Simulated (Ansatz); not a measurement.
Reaction (formal hydrolysis of the Si–O bond): `C=C[Si](N)(F)OC` + H₂O → `C=C[Si](N)(O)F` + CH₃OH

Gas-phase electronic energies from Ansatz, PBE0-D4/def2-TZVP geometries. CCSD(T)/CBS adds triple-zeta CCSD(T) − MP2 to the extrapolated MP2 energy (def2 sets, frozen cores). This one scheme is used for every species. DFT in def2-TZVPP. B3LYP here is the variant with VWN-RPA as its local correlation; programs differ in this. Each species was taken in one conformer, which may not be the lowest.

```
             level  ΔE (eV)
          B3LYP-D4     0.04
               PBE    -0.03
    MP2/def2-TZVPP     0.04
SCS-MP2/def2-TZVPP     0.02
CCSD(T)/def2-TZVPP     0.03
    MP2/def2-QZVPP     0.05
SCS-MP2/def2-QZVPP     0.03
    CCSD/CBS(def2)     0.04
```

**Question.** What does CCSD(T)/CBS give? (Best estimate.)

**Answer.** Computed: +0.05 eV. The listed levels differ from it by -0.01, -0.08, -0.01, -0.03, -0.02, 0.00, -0.02, -0.01 eV.

Largest T1 diagnostic among the species: 0.011.

In def2-TZVPP, CCSD(T) changes the Hartree–Fock value by +0.05 eV (the triples alone add +0.01 eV) and MP2 by +0.06 eV. The D4 term adds +0.06 eV with B3LYP and +0.04 eV with PBE0; it sums over pairs of atoms, weighted by their polarisabilities, and B3LYP, whose exchange is more repulsive, gets the larger term.
